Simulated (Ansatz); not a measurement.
`F[SiH2][SiH](Cl)Cl` + `O[SiH2]O` → `O[SiH2]O[SiH](Cl)Cl` + `F[SiH3]`  (cleavage of the Si–Si bond)

Computed with Ansatz on PBE0-D4/def2-TZVP structures; ΔE is electronic, products minus reactants. CBS: MP2 limit from def2 TZ/QZ plus the TZ coupled-cluster correction, frozen cores. This one scheme is used for every species. Functionals use def2-TZVPP. B3LYP here is the variant with VWN-RPA as its local correlation; programs differ in this. Each species was taken in one conformer, which may not be the lowest.

| level | ΔE (kcal/mol) | difference from CCSD(T)/CBS |
| --- | --- | --- |
| PBE-D4 | -26.9 | 6.8 |
| r2SCAN-D4 | -32.3 | 1.4 |
| PBE0-D4 | -29.4 | 4.3 |
| B3LYP-D4 | -33.2 | 0.5 |
| ωB97X-V | -32.8 | 0.9 |
| ωB97M-V | -34.2 | -0.5 |
| PBE | -26.2 | 7.5 |
| r2SCAN | -32.1 | 1.6 |
| B3LYP | -32.1 | 1.6 |
| HF/def2-TZVPP | -38.8 | -5.1 |
| SCS-MP2/def2-TZVPP | -36.2 | -2.5 |
| CCSD/def2-TZVPP | -34.8 | -1.1 |
| CCSD(T)/def2-TZVPP | -34.2 | -0.5 |
| HF/def2-QZVPP | -39.4 | -5.7 |
| MP2/def2-QZVPP | -35.7 | -2.0 |
| MP2/CBS(def2) | -35.2 | -1.5 |
| CCSD(T)/CBS | -33.7 | 0 |

Largest T1 diagnostic among the species: 0.011.

From PBE to PBE0 (25 % exact exchange), in def2-TZVPP and without D4, ΔE moves by −2.6 kcal/mol. The D4 term adds −1.1 kcal/mol with B3LYP and −0.6 kcal/mol with PBE0; it sums over pairs of atoms, weighted by their polarisabilities, and B3LYP, whose exchange is more repulsive, gets the larger term. In def2-TZVPP, CCSD(T) changes the Hartree–Fock value by +4.6 kcal/mol (the triples alone add +0.6 kcal/mol) and MP2 by +3.1 kcal/mol.
